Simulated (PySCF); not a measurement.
# Reading the logs of faulty runs: AlGeH2O2

All numbers below are calculated, not measured. The program is PySCF 2.14.0, an open-source quantum chemistry code, run on an isolated molecule that a program drew, which may never have been made. The molecule is AlGeH2O2 (charge 0, doublet), drawn as the SMILES string `[O]=[GeH][O][AlH]`.

Each row is a Hartree-Fock (HF) and frozen-core CCSD(T) single point in the cc-pV(D+d)Z basis, meant for a local HF minimum. Run 1 is clean. Each other run has one planted mistake out of seven kinds, and not every kind appears here: one electron removed, one electron added, multiplicity raised by two, geometry at a saddle point, minimal basis STO-3G, one bond length entered in bohr, all coordinates scaled. The reference is restricted for singlets and unrestricted otherwise, and also for a bond in bohr. Adding or removing an electron swaps singlet and doublet. Electrons count all cores. HOMO and LUMO are orbital energies over both spins, the gradient is its largest component, and the lowest frequency (negative if imaginary) is given only where the gradient is small. Bond lengths are over the 5 bonds as drawn. T1 is the CCSD diagnostic: over 0.02 (restricted) or 0.045 (unrestricted) a single reference is doubtful. Germanium has the cc-pVDZ-PP basis, with a core potential (ECP10MDF) in place of its 10 inner electrons, and its 3s, 3p and 3d shells are frozen in CCSD(T).

Geometry of the clean run:
```xyz
6
AlGeH2O2, angstrom
O     0.7665   -1.0069   -3.0846
Ge    0.8339   -0.2505   -1.6594
O     1.5516   -0.9293   -0.2437
Al    2.3424   -2.1023    0.7108
H     0.3218    1.1259   -1.2867
H     1.4074   -3.0796    1.5513
```

| run | electrons | basis functions | <S^2> | HOMO (eV) | LUMO (eV) | gradient (hartree/bohr) | lowest frequency (cm^-1) | mean bond (Å) | longest bond (Å) | T1 | HF (hartree) | CCSD(T) (hartree) | mistake |
|---|---|---|---|---|---|---|---|---|---|---|---|---|---|
| 1 | 63 | 84 | 0.756 | -8.64 | 0.87 | 9.4e-07 | 58 | 1.6311 | 1.726 | 0.0256 | -686.18857 | -686.73333 | no fault |
| 2 | 63 | 84 | 0.762 | -8.91 | 0.51 | 7.8e-02 | - | 1.7534 | 1.856 | 0.0329 | -686.15392 | -686.71991 | all coordinates scaled |
| 3 | 63 | 84 | 0.757 | -8.63 | 0.85 | 5.0e-05 | -108 | 1.6320 | 1.730 | 0.0255 | -686.18724 | -686.73229 | geometry at a saddle point |
| 4 | 64 | 84 | 0.000 | -0.53 | 5.77 | 6.2e-02 | - | 1.6311 | 1.726 | 0.0263 | -686.17994 | -686.75792 | ? |

**Which mistake was planted in run 4, and what did it cost?**

It counts 64 electrons, one more than the clean run, at the same geometry and basis. So the mistake is: one electron added. Subtracting run 1 and multiplying by 627.51 kcal/mol a hartree, the energy moved by 5.4 kcal/mol in HF and -15.4 kcal/mol in CCSD(T).

Cautions from the logs. Run 4: T1 is over the limit, so its CCSD(T) energy is less reliable.
